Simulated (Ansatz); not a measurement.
A trace of molecular dynamics of a periodic cell of 20 atoms, H₁₃O₆F (contents 6 H2O + 1 HF, density as packed 0.99 g/cm³ with natural masses).

Method: DFT LDA, scalar-relativistic, plane waves, PAW in Ansatz. Settings: cutoff 420 eV, k mesh 1x1x1, fermi-dirac smearing 0.02 eV, no spin polarisation.

- ensemble: NPT, Langevin
- set temperature: 300 K
- friction: 0.01 /fs
- pressure: 0 GPa
- seed: 282500

```tsv
time (fs)	T (K)	potential energy less start (eV)	conserved less start (meV/atom)	P (GPa)	volume (Å³)
0.0	285	0.000	0.00	-1.8	214.0
6.0	286	0.001	0.41	-2.0	213.4
12.0	323	-0.074	0.82	-1.3	211.8
18.0	285	0.088	1.32	-1.1	208.7
24.0	366	-0.168	1.22	-0.3	205.3
30.0	344	-0.117	1.72	-1.8	201.8
36.0	391	-0.139	2.18	0.2	197.1
42.0	360	-0.102	2.50	-1.0	191.7
48.0	484	-0.510	2.86	-0.9	187.0
54.0	473	-0.684	3.44	-1.5	182.4
60.0	432	-0.617	3.71	-0.3	177.7
66.0	519	-0.875	3.94	1.4	173.6
72.0	424	-0.481	4.84	1.6	170.4
78.0	437	-0.517	5.21	2.8	168.4
84.0	339	-0.328	5.89	2.0	167.4
90.0	457	-0.666	6.63	2.4	167.3
96.0	258	-0.191	7.21	-1.8	167.6
102.0	332	-0.321	7.66	1.5	167.4
108.0	387	-0.602	7.81	-0.6	167.5
114.0	375	-0.466	8.77	2.4	167.6
120.0	335	-0.396	8.65	1.3	168.4
126.0	334	-0.531	9.22	0.1	169.4
132.0	432	-0.811	9.64	2.8	170.4
138.0	379	-0.683	9.88	1.9	172.0
144.0	291	-0.563	10.42	2.5	174.4
150.0	357	-0.689	10.23	0.4	177.1
```

Q: Can this run be trusted? Judge the integration.

A: The conserved energy wandered by up to 10.4 meV per atom (net 10.2 meV per atom), which is poor conservation. The mean temperature of the second half is 21 % above the set value. A run of 0.15 ps of so small a system gives no equilibrium averages. The SCF threshold is loose, so the forces are noisy. Limits of this set-up: coarse k mesh. The cell's volume went from 214 to 177 Å³. The time step was 0.75 fs.

Time of the run: 48 s on 1 thread of AMD EPYC 9B45 (Zen 5), with other jobs on the host, peak memory 0.39 GiB.
